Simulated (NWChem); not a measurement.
System meant: C4H3ClO; SMILES Clc1ccco1

NWChem input:

```
start job
memory heap 200 mb stack 900 mb global 1100 mb
geometry units angstroms noautoz
  Cl    -0.030562    -1.943977     0.000000
  C      0.092407    -0.249953     0.000000
  C      1.172985     0.581420     0.000000
  C      0.624473     1.902901     0.000000
  C     -0.728605     1.754247     0.000000
  O     -1.057237     0.441118     0.000000
  H      2.217555     0.282664     0.000000
  H      1.173209     2.842216     0.000000
  H     -1.560718     2.452560     0.000000
end
basis spherical
  * library def2-svp
end
dft
  xc pbe0
  iterations 4
  mulliken
end
task dft energy
```

End of the output:

```
    Atom       Charge   Shell Charges
 -----------   ------   -------------------------------------------------------
    1 Cl  17    16.84   2.00  1.95  1.03  0.76  5.82  2.26  2.97  0.05
    2 C    6     6.12   1.96  0.63  0.30  1.88  1.15  0.19
    3 C    6     6.10   1.97  0.60  0.31  1.93  1.21  0.09
    4 C    6     6.08   1.97  0.60  0.30  1.92  1.20  0.09
    5 C    6     5.98   1.96  0.60  0.30  1.87  1.09  0.14
    6 O    8     7.99   1.97  0.90  0.55  2.71  1.81  0.04
    7 H    1     0.96   0.62  0.27  0.07
    8 H    1     0.96   0.62  0.26  0.07
    9 H    1     0.97   0.63  0.26  0.07

 center of mass
 --------------
 x =  -0.03313449 y =  -0.13774845 z =   0.00000000

 moments of inertia (a.u.)
 ------------------
         836.347919179618           0.000000000000           0.000000000000
           0.000000000000         193.957373574176           0.000000000000
           0.000000000000           0.000000000000        1030.305292753794

     Multipole analysis of the density
     ---------------------------------

     L   x y z        total         alpha         beta         nuclear
     -   - - -        -----         -----         ----         -------
     0   0 0 0     -0.000000    -26.000000    -26.000000     52.000000

     1   1 0 0      0.215633      0.107817      0.107817      0.000000
     1   0 1 0      0.538648      0.269324      0.269324     -0.000000
     1   0 0 1     -0.000000     -0.000000     -0.000000      0.000000

     2   2 0 0    -28.408300    -70.468540    -70.468540    112.528779
     2   1 1 0     -0.671679     -0.528060     -0.528060      0.384441
     2   1 0 1     -0.000000     -0.000000     -0.000000      0.000000
     2   0 2 0    -27.057814   -232.389865   -232.389865    437.721915
     2   0 1 1      0.000000      0.000000      0.000000      0.000000
     2   0 0 2    -31.868034    -15.934017    -15.934017      0.000000

 ------------------------------------------------------------------------
 dft energy failed                                                                                  0
 ------------------------------------------------------------------------
 ------------------------------------------------------------------------
  current input line :
    22: task dft energy
 ------------------------------------------------------------------------
 ------------------------------------------------------------------------
 This type of error is most commonly associated with calculations not reaching convergence criteria
 ------------------------------------------------------------------------
 For more information see the NWChem manual at https://nwchemgit.github.io

0:dft energy failed:Received an Error in Communication
```

Find the fault in this run and fix the input.

Convergence was not reached. Cause: the SCF was allowed too few iterations. This input runs:
```
start job
memory heap 200 mb stack 900 mb global 1100 mb
geometry units angstroms noautoz
  Cl    -0.030562    -1.943977     0.000000
  C      0.092407    -0.249953     0.000000
  C      1.172985     0.581420     0.000000
  C      0.624473     1.902901     0.000000
  C     -0.728605     1.754247     0.000000
  O     -1.057237     0.441118     0.000000
  H      2.217555     0.282664     0.000000
  H      1.173209     2.842216     0.000000
  H     -1.560718     2.452560     0.000000
end
basis spherical
  Cl library def2-svp
  C library def2-svp
  O library def2-svp
  H library def2-svp
end
dft
  xc pbe0
  iterations 150
  mulliken
end
task dft energy
```
It converges to -688.89761 Ha (PBE0/def2-SVP).
